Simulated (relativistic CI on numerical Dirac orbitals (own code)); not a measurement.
**L2,3 absorption of manganese in several valence states**

Computed multiplet spectra 2p⁶3dⁿ → 2p⁵3dⁿ⁺¹ (Dirac-Coulomb-Breit ions, Slater integrals scaled by 0.7, an assumed crystal field that grows with the charge, no charge transfer; 300 K; Lorentzian 0.4 eV and Gaussian 0.3 eV FWHM at both edges, so that L2 comes out sharper than in experiment). Peaks over 5 % are given in eV from the highest peak in the L3 region of each spectrum (height, largest 100). S of the lowest state is read from ⟨S²⟩, and the branching ratio is the share of L3, cut at the minimum between the edges.

Field parameters in Wybourne normalisation: Oh B⁴₀ = 21Dq, B⁴₄ = √(5/14) B⁴₀. The field is a parameter set, without covalency.

- Mn²⁺ (d5, Oh, 10Dq = 17100 cm⁻¹): S = 2.50, high spin, branching ratio 0.76; peaks -2.1 (46), 0.0 (100), 1.1 (25), 8.8 (15), 10.1 (11), 11.0 (19), 12.0 (14)
- Mn³⁺ (d4, Oh, 10Dq = 22100 cm⁻¹): S = 1.04, low spin, branching ratio 0.65; peaks -2.9 (42), 0.0 (100), 0.5 (96), 1.3 (89), 10.0 (69), 10.4 (69), 12.1 (23), 13.9 (5)
- Mn⁴⁺ (d3, Oh, 10Dq = 27100 cm⁻¹): S = 1.50, branching ratio 0.60; peaks -3.7 (45), -1.7 (57), -0.5 (76), 0.0 (79), 0.9 (72), 3.7 (8), 4.4 (7), 5.4 (6), 7.0 (21), 7.9 (43), 8.9 (100), 10.0 (33), 11.4 (41)
- Mn⁵⁺ (d2, Oh, 10Dq = 32100 cm⁻¹): S = 1.00, branching ratio 0.60; peaks -6.7 (8), -6.2 (10), -4.3 (44), -2.9 (27), -1.9 (28), 0.0 (100), 0.7 (81), 3.5 (25), 4.3 (36), 6.0 (17), 7.7 (37), 8.8 (58), 10.4 (66), 11.3 (52), 12.9 (9)

The centroid of the whole edge, which also moves with the branching ratio, lies at 645.1 (Mn²⁺), 648.6 (Mn³⁺), 652.8 (Mn⁴⁺), 657.3 (Mn⁵⁺) eV in this ionic model, in steps of 3.5 to 4.5 eV. Compounds show about 1 to 2 eV a unit and lower energies for the high valences, since ligands screen the charge. The multiplet shape follows the d count and the spin state, and so serves as a fingerprint of valence.
